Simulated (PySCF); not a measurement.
## Correlation energy of Tc (technetium, neutral)

[Kr] 4d5 5s1 5p1, high-spin 8P determinant (an excited configuration). Calculation: PySCF 2.14, in x2c-TZVPPall; scalar relativity by spin-free X2C-1e. Frozen: [Ar] 3d10; 15 electrons correlated.

MP2 pair energies summed by pair of shells (mhartree):

```tsv
pair	energy	share (%)
4p-4d	-147.21	39.0
4p-4p	-75.46	20.0
4d-4d	-59.01	15.6
4s-4p	-29.88	7.9
4s-4d	-18.83	5.0
4d-5s	-15.30	4.1
4p-5s	-11.16	3.0
4d-5p	-8.81	2.3
4s-4s	-4.73	1.3
4p-5p	-4.27	1.1
5s-5p	-1.69	0.4
4s-5s	-0.81	0.2
4s-5p	-0.39	0.1
```

Total MP2 correlation energy: -377.56 mhartree.

Same-spin part -151.21 and opposite-spin part -226.34 mhartree; SCS-MP2 scales them by 1/3 and 6/5 to -322.01 mhartree.

The basis was made for the ground configuration and has no added diffuse functions, which can raise the energy of the promoted electron.

This basis was not built for core-valence correlation, so the inner-shell part is incomplete.
